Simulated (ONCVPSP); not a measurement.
## Ge (Z = 32): excitation energies, all-electron against ONCV

- Element: germanium (Ge)
- Generator: ONCVPSP 4.0.1
- Type: optimised norm-conserving Vanderbilt (ONCV)
- Functional: PBE
- Relativity: fully relativistic
- Frozen core: [Ar] 3d10
- Valence charge: 4
- Reference configuration: 4s2 4p1 (charge +1)
- Partial waves: 4s: rc 1.60 bohr, ncon 4, nbas 8, qcut 4.2 1/bohr, 2 projectors, debl 3.5 Ha; 4p: rc 1.80 bohr, ncon 4, nbas 7, qcut 4.4 1/bohr, 1 projector; d scattering state at 0.43 Ha: rc 1.60 bohr, ncon 4, nbas 7, qcut 6.7 1/bohr, 2 projectors, debl 1.2 Ha
- Local potential: polynomial inside 1.10 bohr (lpopt 5, dvloc0 0 Ha)
- Core correction: Teter function fitted to the true core (icmod 2), fcfact 0.65

Open shells are filled in proportion to 2j + 1.

Energies are relative to the spin-unpolarised reference configuration 4s2 4p1; without spin polarisation the order of configurations can differ from experiment.

```tsv
valence configuration	charge	ΔE all-electron (eV)	error AE − PS (meV)
4s2 4p2	0	-7.446	+5.2
4s2 4p0	+2	15.442	-2.6
4s2 4p1.5	+0.5	-4.643	+1.3
```

(1) What are ΔE and the potential's error for 4s1 4p0?

Levels in the configuration 4s2 4p1.5:

```json
{"level": "4s j=1/2", "all-electron (eV)": "-15.597", "pseudo (eV)": "-15.595"}
{"level": "4p j=3/2", "all-electron (eV)": "-7.313", "pseudo (eV)": "-7.319"}
{"level": "4p j=1/2", "all-electron (eV)": "-7.528", "pseudo (eV)": "-7.533"}
```

Note: ghosts flagged at negative energy: d5/2 at -29.4 eV, d3/2 at -32.4 eV; GHOST(+) flagged for s at 46.1 eV. A true bound ghost makes a file unfit for plane-wave use.

Answers

(1) ΔE = 50.234 eV all-electron; the error (AE − PS) is -117 meV.
